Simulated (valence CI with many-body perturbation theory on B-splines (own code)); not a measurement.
E1 line list for Rb VII

Calculated by valence CI with perturbative core correlation (CI+MBPT): three valence electrons over a frozen Dirac-Fock core [Ar] 3d10, radial functions for each j: 11 s, 11 p, 10 d, 8 f, 5 g, 2 h, with the one-electron correlation potential Σ1, the two-electron term Σ2, the three-electron term Σ3, Breit, model QED; selected CI, second order for the rest, scaled by the run's own slope (own B-spline code, finite nucleus).

Set against measurement, 19 paired levels are off by 135 cm⁻¹ on average, the worst by 327. These come from a selection out of Sansonetti, J. Phys. Chem. Ref. Data 35, 301 (2006). Levels without a partner in it may be off by more.

Lines 351 to 400 of 544 in falling wavelength, among levels below 81.754 eV, chosen from the strongest by gf and those to the six lowest levels. Wavelengths and rates use the calculated energies, so an error of 100 cm⁻¹ moves a line at 457.6 Å by 0.046 % and its rate by three times that or more. Electric multipoles are in the length gauge, E1 and E2 with the static RPA response of the core. Weak lines are less certain than strong ones. Lines between different terms over intervals too small for the method are left out, as are lines whose strength nearly cancels. Where a level lies close to another of its J and parity, the split of strength between their lines is uncertain. The highest levels of a list are the least certain.

Names give the largest LS component (configuration and term), which can be under half, so a name can repeat, a term be missing and a line seem to break the LS rules; names also repeat where a configuration has a term twice. Letters in brackets count levels of one name in rising energy.

```
λ vac (Å)                 Upper                 Lower   A (s⁻¹)  S (a.u.)
    457.6           4p3 2P°_3/2         4s 4p2 4P_3/2  2.52e+08  4.76e-02
    454.6      4s 4p 4d 4D°_3/2         4s 4p2 2D_3/2  5.17e+08  9.59e-02
    452.6  4s 4p 4d 2P°_3/2 [a]         4s 4p2 2P_3/2  6.22e+09  1.14e+00
    452.6   4s 4p 4f 2G_7/2 [b]  4s 4p 4d 2F°_5/2 [a]  1.68e+10  6.16e+00
    448.8   4s 4p 4f 2F_5/2 [b]  4s 4p 4d 2F°_5/2 [a]  1.10e+10  2.93e+00
    448.5           4p3 2P°_3/2         4s 4p2 4P_1/2  8.75e+07  1.56e-02
    448.2       4s 4p 4f 4D_7/2      4s 4p 4d 4F°_7/2  1.25e+09  4.43e-01
    448.0   4s 4p 5p 4P_3/2 [a]           4p3 2D°_5/2  3.88e+09  6.89e-01
    445.7   4s 4p 4f 2D_5/2 [a]  4s 4p 4d 2D°_5/2 [a]  1.24e+10  3.26e+00
    445.7   4s 4p 4f 2F_7/2 [c]  4s 4p 4d 2F°_5/2 [a]  2.02e+09  7.08e-01
    442.5   4s 4p 4f 2D_3/2 [a]  4s 4p 4d 2D°_3/2 [a]  1.26e+10  2.16e+00
    441.2      4s 4p 4d 4P°_3/2         4s 4p2 2D_3/2  8.75e+07  1.48e-02
    440.8      4s 4p 4d 4D°_5/2         4s 4p2 2D_3/2  1.16e+08  2.96e-02
    440.1      4s 4p 4d 4F°_5/2         4s 4p2 4P_5/2  1.22e+08  3.09e-02
    438.2     4p2 4d 2P_3/2 [a]           4p3 2D°_5/2  4.19e+09  6.96e-01
    436.2  4s 4p 4d 2P°_1/2 [a]         4s 4p2 2P_1/2  2.00e+10  1.64e+00
    434.8  4s 4p 4d 2D°_5/2 [a]         4s 4p2 2D_5/2  1.74e+10  4.22e+00
    434.0      4s 4p 4d 4F°_3/2         4s 4p2 4P_3/2  7.98e+07  1.29e-02
    433.7      4s 4p 4d 4F°_7/2         4s 4p2 4P_5/2  4.71e+08  1.52e-01
    433.4         4s2 6g 2G_7/2  4s 4p 4d 2F°_5/2 [b]  1.09e+10  3.50e+00
    433.0  4s 4p 4d 2D°_3/2 [a]         4s 4p2 2D_3/2  1.90e+10  3.04e+00
    432.0  4s 4p 4d 2D°_5/2 [a]         4s 4p2 2D_3/2  3.52e+09  8.40e-01
    431.8         4s2 6g 2G_9/2  4s 4p 4d 2F°_7/2 [b]  1.25e+10  4.96e+00
    429.9      4s 4p 4d 4F°_5/2         4s 4p2 4P_3/2  2.38e+08  5.61e-02
    425.8      4s 4p 4d 4F°_3/2         4s 4p2 4P_1/2  6.35e+07  9.67e-03
    424.3     4p2 4d 2D_3/2 [b]           4p3 2P°_1/2  1.00e+10  1.51e+00
    421.5  4s 4p 4d 2P°_3/2 [a]         4s 4p2 2S_1/2  2.74e+10  4.06e+00
    419.7     4p2 4d 2P_1/2 [a]           4p3 2D°_3/2  7.95e+09  5.80e-01
    419.3     4p2 4d 2D_5/2 [b]           4p3 2P°_3/2  2.18e+10  4.76e+00
    418.9     4p2 4d 2P_1/2 [b]           4p3 2P°_1/2  2.33e+10  1.69e+00
    418.7        4s2 5p 2P°_1/2         4s 4p2 2D_3/2  2.20e+09  1.59e-01
    416.0  4s 4p 4d 2F°_5/2 [a]         4s 4p2 2D_5/2  3.42e+09  7.30e-01
    415.9     4p2 4d 2P_3/2 [b]           4p3 2P°_3/2  2.11e+10  3.00e+00
    415.8  4s 4p 4d 2P°_1/2 [b]         4s 4p2 2P_3/2  7.37e+09  5.23e-01
    415.1   4s 4p 5p 2D_3/2 [b]           4p3 2P°_3/2  3.29e+09  4.64e-01
    414.7         4s 4d2 4F_3/2      4s 4p 4d 4P°_3/2  5.38e+09  7.57e-01
    414.2         4s 4d2 4F_5/2      4s 4p 4d 4D°_5/2  7.14e+09  1.50e+00
    414.1  4s 4p 4d 2P°_1/2 [a]         4s 4p2 2S_1/2  8.75e+09  6.14e-01
    413.9         4s 4d2 4F_5/2      4s 4p 4d 4P°_3/2  1.58e+10  3.33e+00
    413.9         4s 4d2 4F_3/2      4s 4p 4d 4P°_1/2  5.05e+09  7.07e-01
    413.4  4s 4p 4d 2F°_5/2 [a]         4s 4p2 2D_3/2  8.49e+09  1.78e+00
    413.3         4p2 4d 2S_1/2           4p3 2P°_3/2  2.17e+10  1.51e+00
    413.0         4s 4d2 4F_7/2      4s 4p 4d 4D°_5/2  2.99e+10  8.30e+00
    413.0        4s2 5p 2P°_3/2         4s 4p2 2D_3/2  4.18e+08  5.81e-02
    412.7         4s 4d2 4F_7/2      4s 4p 4d 4D°_7/2  4.80e+09  1.33e+00
    412.4  4s 4p 4d 2P°_3/2 [b]         4s 4p2 2P_3/2  2.38e+10  3.29e+00
    412.1   4s 4p 4f 2F_5/2 [a]           4p3 2D°_5/2  3.61e+09  7.48e-01
    412.0   4s 4p 4f 2F_5/2 [a]           4p3 4S°_3/2  9.17e+09  1.90e+00
    411.7  4s 4p 4d 2D°_5/2 [b]         4s 4p2 2P_3/2  4.44e+10  9.18e+00
    411.3         4s 4d2 4F_9/2      4s 4p 4d 4D°_7/2  4.48e+10  1.54e+01
```
